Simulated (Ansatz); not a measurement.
Relaxing a trial structure of CH2AlClF+

The starting geometry of this gas-phase singlet was optimised with GFN2-xTB.

```yaml
atoms:
  - { symbol: C, position_ang: [-0.2657, 0.1643, -0.5998] }
  - { symbol: Al, position_ang: [0.4884, -1.6663, -0.0628] }
  - { symbol: Cl, position_ang: [-1.9455, 0.3997, -0.1114] }
  - { symbol: F, position_ang: [0.9984, -3.1325, 0.4011] }
  - { symbol: H, position_ang: [-0.1818, 0.2224, -1.6971] }
  - { symbol: H, position_ang: [0.3756, 0.9170, -0.1143] }
```

**Question.** Where would you expect an optimisation with B3LYP-D3(BJ)/def2-SVP to take it?

**Answer.** A new bond forms, giving a structure with Cl3 bridging Al2 and C1, given below by its coordinates. Distances that change by over a tenth: C1–Cl3 (1.77 → 2.00 Å). Contacts that close: Al2–Cl3 (3.19 → 2.23 Å).

The energy falls by 0.40 eV over 14 steps:

```
step  E − E(last) (eV)
   1             0.398
   2             0.344
   4             0.281
   5             0.234
   7             0.118
   8             0.073
  10             0.006
  11             0.002
  13             0.000
  14             0.000
```

Final geometry (Å):

```xyz
6

C     0.0593    0.2258   -0.7416
Al    0.2038   -1.5314   -0.0215
Cl   -1.6664   -0.3239    0.1077
F     0.6669   -3.0094    0.4638
H    -0.1788    0.4210   -1.7957
H     0.3845    1.1224   -0.1971
```

No frequencies were run, so the end isn't proven a minimum. Run with Ansatz 0.2.0, 19 s on 1 thread of Intel(R) Xeon(R) 6975P-C (Granite Rapids) (shared host).
